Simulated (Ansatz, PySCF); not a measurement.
Process, species as SMILES: B (BH3) → [BH2] (BH2) + H atom (the B-H bond at the site shown breaks; other sites are not compared here)
Structures are relaxed separately at B3LYP-D3(BJ)/def2-TZVP in Ansatz (an electronic-structure program).

Wanted: bond dissociation energy (electronic energy difference), in eV. Cores are frozen in the correlated levels unless marked. UHF or UKS for open shells. Spin-orbit coupling is left out. No relativistic terms. Basis-set limits of correlation are two-point, X^-3; Hartree-Fock from the larger set (for Q and 5 zeta extrapolated as (X+1)exp(-9√X)).

CCSD(T)/CBS(cc-pVQZ,cc-pV5Z) (Ansatz) gives 4.81 eV.

**Question.** Another calculation gave 4.79 eV. Which level was it?
A) HF/def2-TZVPD (PySCF)
B) SVWN5/def2-TZVPD (Ansatz)
C) PBE0/def2-TZVPD (Ansatz)
D) B97M-V/def2-TZVPD (Ansatz)

**Answer.** D, B97M-V/def2-TZVPD (Ansatz). The others give 4.63 (PBE0), 5.06 (SVWN5), 3.81 (HF) eV.
